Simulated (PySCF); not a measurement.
## Heteronuclear NMR

Structure with atom numbers: `[CH3:1][N:2]([SiH2:3][PH2:4])[c:5]1[cH:6][cH:7][cH:8][cH:9][cH:10]1`. Each H is labelled by its parent atom.

How the numbers were obtained: PBE0/pcSseg-1 with gauge-including orbitals, geometry: GFN2-xTB, in PySCF 2.14.0 with density-fitted response routines (rapidly exchanging positions averaged, relativity neglected, one conformer, no solvent).

Question: Where does $^{31}$P resonate?

Answer: 
```csv
atoms,environment,σ (ppm),δ (ppm)
P4,"phosphorus bonded to Si, 2 H",616.2,-240.4
```

Shieldings were converted by a linear fit to measured shifts: $^{31}$P (scatter 18.1 ppm rms vs H3PO4, solution or neat liquid). A few per cent of atoms miss by over 2 rms, more outside the fitted compound classes.

On a 400 MHz spectrometer $^{31}$P resonates near 161.9 MHz, so 1 ppm is 161.9 Hz.

Question: What are the $^{29}$Si shifts?

Answer: 
```json
{"atoms": "Si3", "environment": "silicon bonded to N, P, 2 H", "σ (ppm)": "381.6", "δ (ppm)": "-33.7"}
```

Shieldings were converted by a linear fit to measured shifts: $^{29}$Si (scatter 8.9 ppm rms, 25.8 ppm with the 6 outliers that the fit left out vs TMS, solution or neat liquid). Occasional misses reach two or three times the rms, and more in compound classes unlike the fitted ones.

On a 600 MHz spectrometer $^{29}$Si resonates near 119.2 MHz, so 1 ppm is 119.2 Hz.

Question: Predict the $^{15}$N NMR data.

Answer: 
| atoms | environment | σ (ppm) | δ (ppm) |
| --- | --- | --- | --- |
| N2 | aniline-type nitrogen | 211.9 | -343.3 |

Shieldings were converted by a linear fit to measured shifts: $^{15}$N (scatter 6.3 ppm rms vs CH3NO2, solution or neat liquid). Occasional misses reach two or three times the rms, and more in compound classes unlike the fitted ones.

On a 600 MHz spectrometer $^{15}$N resonates near 60.8 MHz, so 1 ppm is 60.8 Hz.
